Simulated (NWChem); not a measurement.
# GaAsH2F2; SMILES [F][Ga]([F])[AsH2]

```xyz
6

Ga    -0.0004     0.7848     0.0002
As    -0.0004    -1.6014     0.0444
H      1.0958    -1.6122    -1.0156
H     -1.1124    -1.6148    -0.9990
F     -1.4467     1.7675     0.0301
F      1.4515     1.7595     0.0301
```
Atoms are numbered in this order, from 1.

All runs: NWChem. Coordinates come from a PBE0/def2-SVP optimisation. Ions are spin-unrestricted doublets at the neutral geometry; other ion states weren't tried.

Estimate the computed values for PBE/def2-SVP. Quantities: vertical ionisation energy, ΔSCF (eV); −ε(HOMO) (eV).


```yaml
vertical ionisation energy, ΔSCF (eV): 10.38
"−ε(HOMO) (eV)": 7.27
```
